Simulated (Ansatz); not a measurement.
Ansatz (a program for electronic structure) input (B3LYP-D3(BJ)/def2-TZVP):

Ansatz 0.2 input:
```yaml
crystal:
  periodic: [false, false, false]
  atoms:
    - {symbol: Zr, position_ang: [0.24582878, -0.26405655, -0.75943486]}
    - {symbol: O, position_ang: [-1.20781139, -0.97638976, -0.04234796]}
    - {symbol: Cl, position_ang: [-0.50559855, 1.85609015, -0.34084132]}
    - {symbol: Cl, position_ang: [1.42785650, -0.55827001, 1.17727091]}
basis:
  gaussian:
    orbitals: def2-TZVP
hamiltonian:
  xc: b3lyp
  dispersion: d3bj
total_charge: 1
magnetization: {spin_polarized: true, initial_magnetization: 1}
relax: {f_tol: 0.002, max_steps: 150}
```

Output:

```
Functional definition: B3LYP
integrals: 0.07 GiB planned
1032 factors; their error is unknown
mean field: 0.88 GiB planned
mean field evaluation 1: about -28346.1422 eV, gradient 7.8e1 eV
mean field evaluation 2: about -28073.9715 eV, gradient 1.9e2 eV
mean field evaluation 4: about -28364.2703 eV, gradient 3.8e1 eV
mean field evaluation 8: about -28370.0946 eV, gradient 2.7e0 eV
mean field evaluation 16: about -28370.2567 eV, gradient 1.4e-2 eV
mean field evaluation 32: about -28370.2567 eV, gradient 1.9e-5 eV
mean field -28370.25667615 eV, -1042.5877027977 hartree, gradient 1.9e-5 eV, S^2 0.770182; 6 other end points of the search recorded, 0 dependent functions left out
the calculation of the forces begins
reference -28370.25695015 eV, -1042.5877128673 hartree; 27, 26 occupied and 118, 119 virtual orbitals, 1032 factors
relax step   1: F+E_penalty+E_count = -28370.51011884 eV  Δ(F+E_penalty+E_count) = +0.000e0 eV  max|allowed force component| = 1.928e0 eV/Å  Δτ_max = 0.0000 Å  (141 SCF iters, accepted)
these checks for a lower state are left out or cut short: starts, cluster_reference, orbital_swaps, neighbouring_geometries, increment
integrals: 0.07 GiB planned
1032 factors; their error is unknown
mean field: 0.87 GiB planned
mean field -28370.53613377 eV, -1042.5979726758 hartree, gradient 2.2e-5 eV, S^2 0.768291; 0 other end points of the search recorded, 0 dependent functions left out
the calculation of the forces begins
reference -28370.53641117 eV, -1042.5979828704 hartree; 27, 26 occupied and 118, 119 virtual orbitals, 1032 factors
relax step   2: F+E_penalty+E_count = -28370.77277523 eV  Δ(F+E_penalty+E_count) = -2.627e-1 eV  max|allowed force component| = 9.279e-1 eV/Å  Δτ_max = 0.1950 Å  (65 SCF iters, accepted)
these checks for a lower state are left out or cut short: starts, cluster_reference, orbital_swaps, neighbouring_geometries, increment
integrals: 0.07 GiB planned
1032 factors; their error is unknown
mean field: 0.87 GiB planned
mean field evaluation 64: about -28370.6025 eV, gradient 3.2e-5 eV
mean field -28370.60245216 eV, -1042.6004098318 hartree, gradient 5.9e-6 eV, S^2 0.763562; 0 other end points of the search recorded, 0 dependent functions left out
the calculation of the forces begins
reference -28370.60272957 eV, -1042.6004200265 hartree; 27, 26 occupied and 118, 119 virtual orbitals, 1032 factors
relax step   3: F+E_penalty+E_count = -28370.83519189 eV  Δ(F+E_penalty+E_count) = -6.242e-2 eV  max|allowed force component| = 3.617e-1 eV/Å  Δτ_max = 0.0904 Å  (79 SCF iters, accepted)
these checks for a lower state are left out or cut short: starts, cluster_reference, orbital_swaps, neighbouring_geometries, increment
integrals: 0.07 GiB planned
1032 factors; their error is unknown
mean field: 0.87 GiB planned
mean field -28370.61580827 eV, -1042.6009006598 hartree, gradient 4.5e-6 eV, S^2 0.761258; 0 other end points of the search recorded, 0 dependent functions left out
the calculation of the forces begins
reference -28370.61608531 eV, -1042.6009108407 hartree; 27, 26 occupied and 118, 119 virtual orbitals, 1032 factors
relax step   4: F+E_penalty+E_count = -28370.84784306 eV  Δ(F+E_penalty+E_count) = -1.265e-2 eV  max|allowed force component| = 6.525e-2 eV/Å  Δτ_max = 0.0494 Å  (65 SCF iters, accepted)
these checks for a lower state are left out or cut short: starts, cluster_reference, orbital_swaps, neighbouring_geometries, increment
integrals: 0.07 GiB planned
1032 factors; their error is unknown
mean field: 0.87 GiB planned
mean field evaluation 96: about -28370.6167 eV, gradient 9.6e-6 eV
mean field -28370.61669671 eV, -1042.6009333095 hartree, gradient 9.6e-6 eV, S^2 0.761041; 0 other end points of the search recorded, 0 dependent functions left out
the calculation of the forces begins
reference -28370.61697403 eV, -1042.6009435006 hartree; 27, 26 occupied and 118, 119 virtual orbitals, 1032 factors
relax step   5: F+E_penalty+E_count = -28370.84980026 eV  Δ(F+E_penalty+E_count) = -1.957e-3 eV  max|allowed force component| = 5.635e-2 eV/Å  Δτ_max = 0.0227 Å  (64 SCF iters, accepted)
these checks for a lower state are left out or cut short: starts, cluster_reference, orbital_swaps, neighbouring_geometries, increment
integrals: 0.07 GiB planned
1032 factors; their error is unknown
mean field: 0.87 GiB planned
mean field -28370.61639138 eV, -1042.6009220887 hartree, gradient 2.0e-5 eV, S^2 0.761113; 0 other end points of the search recorded, 0 dependent functions left out
the calculation of the forces begins
reference -28370.61666858 eV, -1042.6009322758 hartree; 27, 26 occupied and 118, 119 virtual orbitals, 1032 factors
relax step   6: F+E_penalty+E_count = -28370.85011321 eV  Δ(F+E_penalty+E_count) = -3.130e-4 eV  max|allowed force component| = 2.448e-3 eV/Å  Δτ_max = 0.0087 Å  (55 SCF iters, accepted)
these checks for a lower state are left out or cut short: starts, cluster_reference, orbital_swaps, neighbouring_geometries, increment
integrals: 0.07 GiB planned
1032 factors; their error is unknown
mean field: 0.87 GiB planned
mean field -28370.61639055 eV, -1042.6009220582 hartree, gradient 1.6e-5 eV, S^2 0.761098; 0 other end points of the search recorded, 0 dependent functions left out
the calculation of the forces begins
reference -28370.61666777 eV, -1042.6009322458 hartree; 27, 26 occupied and 118, 119 virtual orbitals, 1032 factors
relax step   7: F+E_penalty+E_count = -28370.85011715 eV  Δ(F+E_penalty+E_count) = -3.943e-6 eV  max|allowed force component| = 8.158e-4 eV/Å  Δτ_max = 0.0014 Å  (46 SCF iters, accepted)
integrals: 0.07 GiB planned
1032 factors; their error is unknown
mean field: 0.87 GiB planned
mean field evaluation 128: about -28370.6163 eV, gradient 1.2e-1 eV
mean field evaluation 160: about -28370.6059 eV, gradient 1.6e0 eV
mean field -28370.61639055 eV, -1042.6009220582 hartree, gradient 1.6e-5 eV, S^2 0.761098; 5 other end points of the search recorded, 0 dependent functions left out
the calculation of the forces begins
reference -28370.61666777 eV, -1042.6009322458 hartree; 27, 26 occupied and 118, 119 virtual orbitals, 1032 factors
Total energy: -28370.85039437 eV, -1042.6095215400 hartree
Atom 0 at     0.206213    -0.146352    -0.522188 Å, force     0.000468     0.000733     0.000601 eV/Å
Atom 1 at    -1.356645    -1.158852    -0.142366 Å, force    -0.000169    -0.000091     0.000056 eV/Å
Atom 2 at    -0.514036     2.016950    -0.490147 Å, force     0.000246    -0.000816    -0.000014 eV/Å
Atom 3 at     1.624743    -0.654372     1.189347 Å, force    -0.000545     0.000175    -0.000643 eV/Å
Dipole moment:     0.409161    -0.203214    -0.844281 e Å
```

The spin state was set by rule; other spins were not relaxed.
